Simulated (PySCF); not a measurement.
Vertical excitations of a molecule CH9NSi2 from TDA-PBE/def2-SVPD (PySCF 2.14.0), as energy in eV (oscillator strength): 5.46 (0.002), 5.80 (0.015), 6.36 (0.003), 6.54 (0.005), 6.76 (0.008), 6.85 (0.064), 7.19 (0.002), 7.21 (0.001), 7.42 (0.003), 7.57 (0.001). Lowest triplet (TDA): 5.20 eV. Geometry optimised at PBE0-D3(BJ)/def2-SVP. The values are those of a single conformer.

Task: Which molecule gave these data?
A) N[SiH2]C[SiH3]
B) C[Si@@H](N)[SiH3]
C) [SiH3]CN[SiH3]
D) C[SiH2]N[SiH3]

Result: D, C[SiH2]N[SiH3]
